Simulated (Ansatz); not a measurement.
Correlation energies of ClH2OSSi (`O[SiH]([S])Cl`) radical by basis set

```csv
atom,x (Å),y (Å),z (Å)
O1,-0.9168,-0.9097,0.4572
Si2,-0.0329,0.3734,-0.0124
S3,1.8859,0.4416,0.8696
Cl4,0.4416,0.3219,-2.0103
H5,-0.4974,-1.7731,0.4419
H6,-0.8804,1.5459,0.2541
```

Total charge 0; spin multiplicity 2. All single points use the PBE0-D4/def2-TZVP geometry. It is one conformer, not always the lowest. Frozen core, unrestricted reference, Ansatz 0.2.0. CBS rows extrapolate triple and quadruple zeta; past MP2 they add the triple-zeta difference.

```csv
basis,HF (Eh),MP2 corr.
def2-SVP,-1221.67490,-0.51090
def2-TZVPP,-1222.18108,-0.68582
def2-QZVPP,-1222.21790,-0.74966
```

Estimate the CCSD correlation energy and the (T) correction in each basis where they were run (hartree).


```
     basis  CCSD corr.       (T)
  def2-SVP    -0.55231  -0.01246
def2-TZVPP    -0.73101  -0.02974
 CBS(def2)    -0.84214     as TZ
```
